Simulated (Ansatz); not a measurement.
## Relaxing a trial structure of C5H11Al

The starting geometry of this gas-phase singlet was optimised with GFN2-xTB; its bonds are those of `C=C[CH2][Al]([CH3])[CH3]`.

```yaml
atoms:
  - { symbol: C, position_ang: [-1.8934, 1.3555, 0.7967] }
  - { symbol: C, position_ang: [-0.7645, 0.6761, 0.6533] }
  - { symbol: C, position_ang: [-0.0320, 0.4819, -0.6265] }
  - { symbol: C, position_ang: [-2.4210, -1.7657, -1.6147] }
  - { symbol: C, position_ang: [0.9613, -2.6978, -1.5915] }
  - { symbol: Al, position_ang: [-0.4959, -1.3678, -1.3075] }
  - { symbol: H, position_ang: [-2.3597, 1.8576, -0.0356] }
  - { symbol: H, position_ang: [-2.3920, 1.4409, 1.7476] }
  - { symbol: H, position_ang: [-0.3271, 0.1889, 1.5190] }
  - { symbol: H, position_ang: [-0.3291, 1.2612, -1.3391] }
  - { symbol: H, position_ang: [1.0482, 0.5803, -0.4586] }
  - { symbol: H, position_ang: [-3.0421, -0.8763, -1.4630] }
  - { symbol: H, position_ang: [-2.6255, -2.1298, -2.6270] }
  - { symbol: H, position_ang: [-2.8057, -2.5341, -0.9356] }
  - { symbol: H, position_ang: [0.9949, -3.0437, -2.6300] }
  - { symbol: H, position_ang: [0.8263, -3.5973, -0.9812] }
  - { symbol: H, position_ang: [1.9568, -2.3053, -1.3576] }
```

Where would you expect an optimisation with PBE-D3(BJ)/def2-SVP to take it?

New bonds form, giving a structure given below by its coordinates. Contacts that close: C1–Al6 (3.71 → 2.21 Å), C2–Al6 (2.85 → 2.17 Å).

The energy falls by 0.33 eV over 29 steps:

```json
{"step": "1", "E − E(last) (eV)": "0.333"}
{"step": "4", "E − E(last) (eV)": "0.214"}
{"step": "7", "E − E(last) (eV)": "0.199"}
{"step": "10", "E − E(last) (eV)": "0.136"}
{"step": "13", "E − E(last) (eV)": "0.069"}
{"step": "17", "E − E(last) (eV)": "0.007"}
{"step": "20", "E − E(last) (eV)": "0.002"}
{"step": "23", "E − E(last) (eV)": "0.001"}
{"step": "26", "E − E(last) (eV)": "0.000"}
{"step": "29", "E − E(last) (eV)": "0.000"}
```

Final geometry (Å):

```tsv
atom	x (Å)	y (Å)	z (Å)
C	-1.3948	0.1219	0.8424
C	-0.2499	0.6576	0.2025
C	-0.1445	0.9630	-1.1764
C	-2.4605	-1.3162	-1.9905
C	0.5311	-2.5206	-0.6333
Al	-0.8291	-1.1194	-0.8940
H	-2.4029	0.4050	0.4931
H	-1.3200	-0.1945	1.8924
H	0.7093	0.5173	0.7379
H	-1.0282	1.3277	-1.7281
H	0.8333	1.2538	-1.5858
H	-3.0920	-0.4045	-2.0000
H	-2.1973	-1.5524	-3.0433
H	-3.0859	-2.1534	-1.6144
H	0.9696	-2.8426	-1.6019
H	0.0914	-3.4274	-0.1658
H	1.3700	-2.1906	0.0141
```

The end wasn't checked by frequencies. Run with Ansatz 0.2.0, 2.5 min on 2 threads of AMD EPYC (Zen 3), on a shared host.
